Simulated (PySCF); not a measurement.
**Substituent effects on chemical shifts**

Parent skeleton `[N:1]#[C:2][SiH:3]1[SiH2:4][CH2:5][SiH2:6]1`; one hydrogen on atom 3 is replaced by X. Hydrogens on one atom are averaged.

Theoretical values (PySCF 2.14): geometry from GFN2-xTB, NMR shieldings at PBE0/pcSseg-1/GIAO. No solvent model, no relativistic terms, rapidly exchanging positions averaged, a single conformation.

Chemical shifts δ = σref − σ; 15N vs NH3; TMS for 13C, 29Si, 1H, all at this level.

Parent (X = H): N1 378.8, C2 122.0, Si3 -67.7, Si4/Si6 -48.7, C5 -7.2, H(Si4)/H(Si6) 4.86, H(C5) 0.90 ppm. Effects are Δδ = δ(X) − δ(H), positive for deshielding.

(1) Order these by the shift of C5, most shielded first.
A. X = OCOCH3
B. X = SSiH3
C. X = CHO
D. X = OH

(2) Order these by the shift of H(C5), most shielded first.
A. X = CH2OCH3
B. X = OH
C. X = CHO

(3) Order these by the shift of Si4/Si6, most shielded first.
A. X = SSiH3
B. X = OH
C. X = OCOCH3
D. X = CH2OCH3

Results:

(1) D (-8.1 ppm), A (-4.9 ppm), B (-2.7 ppm), C (-0.6 ppm).

(2) B (-0.40 ppm), A (-0.23 ppm), C (-0.02 ppm).

(3) D (+4.0 ppm), B (+7.3 ppm), A (+10.0 ppm), C (+13.1 ppm).

Experimental scales use liquid or dissolved standards, which lie at an offset from isolated NH3 (liquid NH3: subtract about 20 ppm). Unscaled 15N shifts of sp2 nitrogen come out 20 to 40 ppm too high even then.
